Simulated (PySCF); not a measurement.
PySCF input (BP86/def2-SVP):

```python
from pyscf import gto, dft

mol = gto.M(
    atom='''
    C     2.05514500   -0.09376700    0.10397300
    N     0.79336600   -0.73216900   -0.09965000
    B    -0.40715000   -0.08224400   -0.04084800
    C    -1.77771200   -0.91476700   -0.28996100
    C    -0.65717100    1.50020800    0.26205000
    H     2.61823000   -0.54851200    0.94133100
    H     2.72069800   -0.20409200   -0.77346300
    H     2.03090900    0.99777000    0.32176200
    H    -2.35486200   -0.52118900   -1.14073700
    H    -1.56196600   -1.96908600   -0.48883100
    H    -2.45736400   -0.86572100    0.57461700
    H    -1.19456300    1.98107900   -0.56805600
    H    -1.29697700    1.63683900    1.14583900
    H     0.25651600    2.07927900    0.43295600
    ''',
    basis='def2-svp',
    charge=-1,
    spin=0,
    verbose=4,
)

mf = dft.RKS(mol, xc='bp86')
mf.grids.level = 3
mf.conv_tol = 1e-9
mf.max_cycle = 100
mf.max_memory = 1500
mf.kernel()
if not mf.converged:
    mf = mf.newton()
    mf.kernel(mf.make_rdm1())
mf.dip_moment()
```

From the output:

```
    S. Lehtola, C. Steigemann, M. J. T. Oliveira, and M. A. L. Marques,  SoftwareX 7, 1–5 (2018)
XC functionals = bp86
    A. D. Becke,  Phys. Rev. A 38, 3098 (1988)
    J. P. Perdew,  Phys. Rev. B 33, 8822 (1986)
    J. P. Perdew,  Phys. Rev. B 34, 7406–7406 (1986)
radial grids:
    Treutler-Ahlrichs [JCP 102, 346 (1995); DOI:10.1063/1.469408] (M4) radial grids

becke partition: Becke, JCP 88, 2547 (1988); DOI:10.1063/1.454033
pruning grids: <function nwchem_prune>
grids dens level: 3
symmetrized grids: False
atomic radii adjust function: <function treutler_atomic_radii_adjust>
small_rho_cutoff = 0
Set gradient conv threshold to 3.16228e-05
Initial guess from minao.
tot grids = 158576
init E= -199.14226994863
  HOMO = -0.294762963257323  LUMO = -0.0671297626959526  gap/eV = 6.19421
cycle= 1 E= -198.980623747894  delta_E= 0.162  |g|= 0.87  |ddm|= 3.69
  HOMO = 0.241793094118909  LUMO = 0.259527686529128  gap/eV = 0.48258
cycle= 2 E= -197.295528042963  delta_E= 1.69  |g|= 2.31  |ddm|= 19.6
  HOMO = 0.0242839214477502  LUMO = 0.216852551618515  gap/eV = 5.24006
cycle= 3 E= -199.107500615678  delta_E= -1.81  |g|= 0.638  |ddm|= 19.4
  HOMO = 0.0391454025743871  LUMO = 0.201940015250224  gap/eV = 4.42987
cycle= 4 E= -199.211667061525  delta_E= -0.104  |g|= 0.0975  |ddm|= 0.818
  HOMO = 0.054259129606574  LUMO = 0.201357862662342  gap/eV = 4.00276
cycle= 5 E= -199.213419666695  delta_E= -0.00175  |g|= 0.0597  |ddm|= 0.303
  HOMO = 0.0523875154565299  LUMO = 0.202030864564532  gap/eV = 4.07200
cycle= 6 E= -199.214376391943  delta_E= -0.000957  |g|= 0.0206  |ddm|=  0.1
  HOMO = 0.0513733217323287  LUMO = 0.202061602266591  gap/eV = 4.10044
cycle= 7 E= -199.214493355702  delta_E= -0.000117  |g|= 0.00356  |ddm|= 0.0266
  HOMO = 0.0511503943395337  LUMO = 0.201963884440982  gap/eV = 4.10384
cycle= 8 E= -199.214496060161  delta_E= -2.7e-06  |g|= 0.00125  |ddm|= 0.00456
  HOMO = 0.0510089954162742  LUMO = 0.201906160118445  gap/eV = 4.10612
cycle= 9 E= -199.214496500937  delta_E= -4.41e-07  |g|= 0.000211  |ddm|= 0.0018
  HOMO = 0.0510019110229289  LUMO = 0.201894756953371  gap/eV = 4.10600
cycle= 10 E= -199.214496492843  delta_E= 8.09e-09  |g|= 0.000109  |ddm|= 0.000379
  HOMO = 0.0509978241938196  LUMO = 0.201896173617154  gap/eV = 4.10615
cycle= 11 E= -199.214496499115  delta_E= -6.27e-09  |g|= 3.9e-05  |ddm|= 0.000165
  HOMO = 0.0509977848058858  LUMO = 0.201896928320655  gap/eV = 4.10617
cycle= 12 E= -199.21449649951  delta_E= -3.95e-10  |g|= 7.29e-06  |ddm|= 4.82e-05
  HOMO = 0.0509999302633641  LUMO = 0.201896870157125  gap/eV = 4.10611
Extra cycle  E= -199.214496499449  delta_E= 6.16e-11  |g|= 1.7e-05  |ddm|= 3.42e-05
converged SCF energy = -199.214496499449

WARN: System has nonzero charge -1; the dipole moment is origin-dependent.
Location of origin: [0. 0. 0.]

Dipole moment(X, Y, Z, Debye): -0.38223,  1.62030,  0.30256
```

The dipole moment of an ion depends on the origin.

The geometry given is a B3LYP-D3(BJ)/def2-TZVP minimum.
